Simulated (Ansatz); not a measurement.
Ansatz (a quantum-chemistry and plane-wave program) input (B3LYP-D3(BJ)/def2-TZVP):

Ansatz 0.2 input:
```yaml
crystal:
  periodic: [false, false, false]
  atoms:
    - {symbol: C, position_ang: [-2.56347192, -0.75486361, -0.35210820]}
    - {symbol: C, position_ang: [-1.64960563, 0.34729727, -0.74950952]}
    - {symbol: C, position_ang: [-0.38021253, 0.60388339, -0.01576454]}
    - {symbol: C, position_ang: [0.72185528, -0.41519583, -0.34772363]}
    - {symbol: C, position_ang: [2.01706677, -0.19491245, 0.38462161]}
    - {symbol: O, position_ang: [2.21817350, 0.67914153, 1.18692741]}
    - {symbol: H, position_ang: [-2.65184070, -0.82622487, 0.73686256]}
    - {symbol: H, position_ang: [-2.20839018, -1.73923408, -0.69669777]}
    - {symbol: H, position_ang: [-3.56394599, -0.62384801, -0.76791236]}
    - {symbol: H, position_ang: [-1.81098845, 0.84246772, -1.69953777]}
    - {symbol: H, position_ang: [-0.55232566, 0.57115415, 1.06509460]}
    - {symbol: H, position_ang: [-0.00091591, 1.60363482, -0.23536377]}
    - {symbol: H, position_ang: [0.39774847, -1.43957449, -0.12614673]}
    - {symbol: H, position_ang: [0.95040437, -0.41837665, -1.42074396]}
    - {symbol: H, position_ang: [2.82107419, -0.92038363, 0.13193175]}
basis:
  gaussian:
    orbitals: def2-TZVP
hamiltonian:
  xc: b3lyp
  dispersion: d3bj
magnetization: {spin_polarized: true, initial_magnetization: 1}
phonons: {temperatures: {t_min: 298.15, t_max: 298.15, t_step: 100}}
```

Output:

```
Functional definition: B3LYP
integrals: 0.16 GiB planned
1447 factors; their error is unknown
0.32 GiB of the device are held for the grids
1.29 GiB of device memory are held for the factors and their scratch space
mean field: 1.54 GiB planned
mean field evaluation 1: about -7366.8056 eV, gradient 5.5e1 eV
mean field evaluation 2: about -7354.6588 eV, gradient 7.6e1 eV
mean field evaluation 4: about -7380.0727 eV, gradient 6.2e0 eV
mean field evaluation 8: about -7380.1875 eV, gradient 4.5e-1 eV
mean field evaluation 16: about -7380.1881 eV, gradient 5.3e-4 eV
mean field -7380.18812051 eV, -271.2169109577 hartree, gradient 8.0e-5 eV, S^2 0.754136; 0 other end points of the search recorded, 0 dependent functions left out
the calculation of the forces begins
reference -7380.18842733 eV, -271.2169222331 hartree; 24, 23 occupied and 216, 217 virtual orbitals, 1447 factors
these checks for a lower state are left out or cut short: stability, starts, cluster_reference, orbital_swaps, neighbouring_geometries, increment
integrals: 0.16 GiB planned
1447 factors; their error is unknown
0.32 GiB of the device are held for the grids
1.29 GiB of device memory are held for the factors and their scratch space
mean field: 1.54 GiB planned
mean field -7380.18789328 eV, -271.2169026072 hartree, gradient 2.9e-6 eV, S^2 0.754132; 0 other end points of the search recorded, 0 dependent functions left out
the calculation of the forces begins
reference -7380.18820017 eV, -271.2169138849 hartree; 24, 23 occupied and 216, 217 virtual orbitals, 1447 factors
these checks for a lower state are left out or cut short: stability, starts, cluster_reference, orbital_swaps, neighbouring_geometries, increment
integrals: 0.16 GiB planned
1447 factors; their error is unknown
0.32 GiB of the device are held for the grids
1.29 GiB of device memory are held for the factors and their scratch space
mean field: 1.54 GiB planned
mean field evaluation 32: about -7380.1880 eV, gradient 2.6e-6 eV
mean field -7380.18802765 eV, -271.2169075451 hartree, gradient 2.8e-6 eV, S^2 0.754141; 0 other end points of the search recorded, 0 dependent functions left out
the calculation of the forces begins
reference -7380.18833441 eV, -271.2169188181 hartree; 24, 23 occupied and 216, 217 virtual orbitals, 1447 factors
these checks for a lower state are left out or cut short: stability, starts, cluster_reference, orbital_swaps, neighbouring_geometries, increment
integrals: 0.16 GiB planned
1447 factors; their error is unknown
0.32 GiB of the device are held for the grids
1.29 GiB of device memory are held for the factors and their scratch space
mean field: 1.54 GiB planned
mean field -7380.18796138 eV, -271.2169051096 hartree, gradient 3.0e-6 eV, S^2 0.754141; 0 other end points of the search recorded, 0 dependent functions left out
the calculation of the forces begins
reference -7380.18826823 eV, -271.2169163863 hartree; 24, 23 occupied and 216, 217 virtual orbitals, 1447 factors
these checks for a lower state are left out or cut short: stability, starts, cluster_reference, orbital_swaps, neighbouring_geometries, increment
integrals: 0.16 GiB planned
1447 factors; their error is unknown
0.32 GiB of the device are held for the grids
1.29 GiB of device memory are held for the factors and their scratch space
mean field: 1.54 GiB planned
mean field -7380.18800333 eV, -271.2169066513 hartree, gradient 2.9e-6 eV, S^2 0.754132; 0 other end points of the search recorded, 0 dependent functions left out
[...]
mean field -7380.18807768 eV, -271.2169093834 hartree, gradient 2.8e-6 eV, S^2 0.754136; 0 other end points of the search recorded, 0 dependent functions left out
the calculation of the forces begins
reference -7380.18838449 eV, -271.2169206588 hartree; 24, 23 occupied and 216, 217 virtual orbitals, 1447 factors
these checks for a lower state are left out or cut short: stability, starts, cluster_reference, orbital_swaps, neighbouring_geometries, increment
integrals: 0.16 GiB planned
1447 factors; their error is unknown
0.32 GiB of the device are held for the grids
1.29 GiB of device memory are held for the factors and their scratch space
mean field: 1.54 GiB planned
mean field -7380.18809588 eV, -271.2169100524 hartree, gradient 2.8e-6 eV, S^2 0.754136; 0 other end points of the search recorded, 0 dependent functions left out
the calculation of the forces begins
reference -7380.18840270 eV, -271.2169213280 hartree; 24, 23 occupied and 216, 217 virtual orbitals, 1447 factors
these checks for a lower state are left out or cut short: stability, starts, cluster_reference, orbital_swaps, neighbouring_geometries, increment
integrals: 0.16 GiB planned
1447 factors; their error is unknown
0.32 GiB of the device are held for the grids
1.29 GiB of device memory are held for the factors and their scratch space
mean field: 1.54 GiB planned
mean field -7380.18811711 eV, -271.2169108326 hartree, gradient 2.9e-6 eV, S^2 0.754136; 0 other end points of the search recorded, 0 dependent functions left out
the calculation of the forces begins
reference -7380.18842392 eV, -271.2169221079 hartree; 24, 23 occupied and 216, 217 virtual orbitals, 1447 factors
these checks for a lower state are left out or cut short: stability, starts, cluster_reference, orbital_swaps, neighbouring_geometries, increment
integrals: 0.16 GiB planned
1447 factors; their error is unknown
0.32 GiB of the device are held for the grids
1.29 GiB of device memory are held for the factors and their scratch space
mean field: 1.54 GiB planned
mean field -7380.18799999 eV, -271.2169065284 hartree, gradient 2.8e-6 eV, S^2 0.754136; 0 other end points of the search recorded, 0 dependent functions left out
the calculation of the forces begins
reference -7380.18830677 eV, -271.2169178025 hartree; 24, 23 occupied and 216, 217 virtual orbitals, 1447 factors
these checks for a lower state are left out or cut short: stability, starts, cluster_reference, orbital_swaps, neighbouring_geometries, increment
integrals: 0.16 GiB planned
1447 factors; their error is unknown
0.32 GiB of the device are held for the grids
1.29 GiB of device memory are held for the factors and their scratch space
mean field: 1.54 GiB planned
mean field -7380.18805116 eV, -271.2169084090 hartree, gradient 2.9e-6 eV, S^2 0.754136; 0 other end points of the search recorded, 0 dependent functions left out
the calculation of the forces begins
reference -7380.18835801 eV, -271.2169196857 hartree; 24, 23 occupied and 216, 217 virtual orbitals, 1447 factors
these checks for a lower state are left out or cut short: stability, starts, cluster_reference, orbital_swaps, neighbouring_geometries, increment
integrals: 0.16 GiB planned
1447 factors; their error is unknown
0.32 GiB of the device are held for the grids
1.29 GiB of device memory are held for the factors and their scratch space
mean field: 1.54 GiB planned
mean field evaluation 608: about -7380.2162 eV, gradient 4.4e-1 eV
mean field -7380.18808863 eV, -271.2169097862 hartree, gradient 2.9e-6 eV, S^2 0.754136; 0 other end points of the search recorded, 0 dependent functions left out
the calculation of the forces begins
reference -7380.18839548 eV, -271.2169210626 hartree; 24, 23 occupied and 216, 217 virtual orbitals, 1447 factors
these checks for a lower state are left out or cut short: stability, starts, cluster_reference, orbital_swaps, neighbouring_geometries, increment
integrals: 0.16 GiB planned
1447 factors; their error is unknown
0.32 GiB of the device are held for the grids
1.29 GiB of device memory are held for the factors and their scratch space
mean field: 1.54 GiB planned
mean field -7380.18804155 eV, -271.2169080558 hartree, gradient 2.8e-6 eV, S^2 0.754136; 0 other end points of the search recorded, 0 dependent functions left out
the calculation of the forces begins
reference -7380.18834834 eV, -271.2169193300 hartree; 24, 23 occupied and 216, 217 virtual orbitals, 1447 factors
these checks for a lower state are left out or cut short: stability, starts, cluster_reference, orbital_swaps, neighbouring_geometries, increment
integrals: 0.16 GiB planned
1447 factors; their error is unknown
0.32 GiB of the device are held for the grids
1.29 GiB of device memory are held for the factors and their scratch space
mean field: 1.54 GiB planned
mean field -7380.18806977 eV, -271.2169090931 hartree, gradient 2.9e-6 eV, S^2 0.754136; 0 other end points of the search recorded, 0 dependent functions left out
the calculation of the forces begins
reference -7380.18837658 eV, -271.2169203680 hartree; 24, 23 occupied and 216, 217 virtual orbitals, 1447 factors
these checks for a lower state are left out or cut short: stability, starts, cluster_reference, orbital_swaps, neighbouring_geometries, increment
integrals: 0.16 GiB planned
1447 factors; their error is unknown
0.32 GiB of the device are held for the grids
1.29 GiB of device memory are held for the factors and their scratch space
mean field: 1.54 GiB planned
mean field -7380.18808387 eV, -271.2169096110 hartree, gradient 2.8e-6 eV, S^2 0.754136; 0 other end points of the search recorded, 0 dependent functions left out
the calculation of the forces begins
reference -7380.18839070 eV, -271.2169208868 hartree; 24, 23 occupied and 216, 217 virtual orbitals, 1447 factors
these checks for a lower state are left out or cut short: stability, starts, cluster_reference, orbital_swaps, neighbouring_geometries, increment
integrals: 0.16 GiB planned
1447 factors; their error is unknown
0.32 GiB of the device are held for the grids
1.29 GiB of device memory are held for the factors and their scratch space
mean field: 1.54 GiB planned
mean field evaluation 640: about -7380.1881 eV, gradient 6.6e-3 eV
mean field -7380.18810791 eV, -271.2169104945 hartree, gradient 2.8e-6 eV, S^2 0.754136; 0 other end points of the search recorded, 0 dependent functions left out
the calculation of the forces begins
reference -7380.18841473 eV, -271.2169217701 hartree; 24, 23 occupied and 216, 217 virtual orbitals, 1447 factors
these checks for a lower state are left out or cut short: stability, starts, cluster_reference, orbital_swaps, neighbouring_geometries, increment
integrals: 0.16 GiB planned
1447 factors; their error is unknown
0.32 GiB of the device are held for the grids
1.29 GiB of device memory are held for the factors and their scratch space
mean field: 1.54 GiB planned
mean field -7380.18810075 eV, -271.2169102315 hartree, gradient 2.9e-6 eV, S^2 0.754136; 0 other end points of the search recorded, 0 dependent functions left out
the calculation of the forces begins
reference -7380.18840756 eV, -271.2169215066 hartree; 24, 23 occupied and 216, 217 virtual orbitals, 1447 factors
Total energy: -7380.69546330 eV, -271.2355554611 hartree
Atom 0 at    -2.563472    -0.754864    -0.352108 Å, force    -0.000661    -0.000483     0.000427 eV/Å
Atom 1 at    -1.649606     0.347297    -0.749510 Å, force    -0.000392    -0.000124    -0.000592 eV/Å
Atom 2 at    -0.380213     0.603883    -0.015765 Å, force     0.000560     0.000322     0.000375 eV/Å
Atom 3 at     0.721855    -0.415196    -0.347724 Å, force     0.000494    -0.000820    -0.000010 eV/Å
Atom 4 at     2.017067    -0.194912     0.384622 Å, force    -0.000438    -0.000779     0.000404 eV/Å
Atom 5 at     2.218173     0.679142     1.186927 Å, force     0.000140     0.000280    -0.000072 eV/Å
Atom 6 at    -2.651841    -0.826225     0.736863 Å, force     0.000017     0.000095    -0.000967 eV/Å
Atom 7 at    -2.208390    -1.739234    -0.696698 Å, force     0.000036     0.000672     0.000248 eV/Å
Atom 8 at    -3.563946    -0.623848    -0.767912 Å, force     0.000647    -0.000277     0.000398 eV/Å
Atom 9 at    -1.810988     0.842468    -1.699538 Å, force     0.000030    -0.000181     0.000353 eV/Å
Atom 10 at    -0.552326     0.571154     1.065095 Å, force     0.000287     0.000023    -0.000221 eV/Å
Atom 11 at    -0.000916     1.603635    -0.235364 Å, force    -0.000301     0.000137    -0.000059 eV/Å
Atom 12 at     0.397748    -1.439574    -0.126147 Å, force    -0.000293     0.000571    -0.000170 eV/Å
Atom 13 at     0.950404    -0.418377    -1.420744 Å, force    -0.000010     0.000388    -0.000058 eV/Å
Atom 14 at     2.821074    -0.920384     0.131932 Å, force    -0.000116     0.000177    -0.000054 eV/Å
Dipole moment:    -0.200481    -0.388978    -0.377469 e Å
Vibrations: 48.07 62.22 103.33 167.03 190.86 266.37 403.89 463.05 664.61 687.00 850.56 882.87 911.52 992.08 997.78 1037.84 1144.15 1151.08 1222.23 1286.80 1314.56 1367.22 1389.18 1412.23 1414.48 1442.48 1472.16 1483.60 1485.62 1804.64 2858.90 2938.06 3006.93 3019.12 3025.55 3030.23 3075.10 3085.15 3166.23 cm⁻¹, zero-point energy 3.429697 eV
```

It need not be the lowest isomer of its formula.
